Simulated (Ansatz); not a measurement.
Born–Oppenheimer molecular dynamics of BrFH6O2W (11 atoms, charge 0, multiplicity 1). It starts at the highest image of a converged band. Of that band: The profile has 2 maxima (images 2, 4) with wells between them (image 3): this band takes more than one step, which may be the mechanism or a detour left from its start path. A vibrational analysis at the climbing image gives one clearly imaginary mode, 543i cm⁻¹: a first-order saddle point.

Theory: RKS BLYP-D4/def2-SVP in Ansatz.

| Quantity | Value |
| --- | --- |
| ensemble | NVE (velocity Verlet) |
| time step | 0.5 fs |
| steps asked | 200 |
| starting velocities drawn for | 100 K |
| seed | 5766 |

First frame:

```xyz
11
Properties=species:S:1:pos:R:3
W 0.337 0.167 -0.165
F 0.287 0.057 1.957
O 2.116 -0.591 0.141
H 2.210 -1.544 0.336
H -0.760 1.403 0.326
H -1.328 -0.049 0.139
H -0.140 -1.469 -0.174
O 0.163 0.532 -1.943
H 0.180 0.795 -2.878
Br 1.752 2.335 1.219
H 0.954 1.065 2.014
```

Problem. How far do the bonds stretch over the last three quarters of this one trajectory? (Pairs bonded in most of those frames.)

Solution. 
```tsv
bond	mean (Å)	spread (Å)	shortest	longest
W1–F2	2.436	0.145	2.17	2.63
W1–O3	1.961	0.020	1.94	2.00
W1–H5	1.712	0.032	1.66	1.76
W1–H6	1.699	0.019	1.67	1.73
W1–H7	1.701	0.011	1.68	1.72
W1–O8	1.839	0.021	1.81	1.87
W1–Br10	2.793	0.094	2.61	2.92
F2–H11	0.997	0.031	0.94	1.07
O3–H4	0.978	0.004	0.97	0.98
O8–H9	0.977	0.007	0.96	0.99
```

Mean temperature of the second half: 163 K. The conserved energy stayed within 0.03 meV per atom of its start (net change -0.0036 meV per atom), so the integration is sound. The kinetic energy rose, since the run started high on the potential surface and went downhill. A run of 0.1 ps of so small a system gives no equilibrium averages. The orbitals stay closed-shell, which can raise the energy where a bond breaks towards radicals; this wasn't checked here.

Time of the run: 7.4 min on 4 threads of Arm Neoverse V1 (shared host), peak memory 0.21 GiB.
